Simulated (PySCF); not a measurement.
A run for PySCF: R-BP86/6-31G* on SiH4 (SMILES [SiH4]).

```python
from pyscf import gto, scf, dft, mp
from pyscf.data.elements import chemcore

mol = gto.M(
    atom='''
    Si   -0.12315732   -0.18564680   -0.10546491
    H    -1.16259986    0.76680909    0.34192555
    H    -0.18361018   -0.31357874   -1.58152181
    H    -0.35964253   -1.51124081    0.50651735
    H     1.21492303    0.31392981    0.27995126
    ''',
    basis='6-31g*',
    cart=True,
    charge=0, spin=0, verbose=3, max_memory=1800)
mf = dft.RKS(mol, xc='b88,p86')
mf.conv_tol = 1e-8
mf.max_cycle = 100
mf.kernel()
if not mf.converged:
    mf = mf.newton().run(mf.mo_coeff, mf.mo_occ)
```

It printed:

```
converged SCF energy = -291.884639824504
```

The calculation finished and met its thresholds.

Cost: about 0.7 core-seconds (a rough figure).
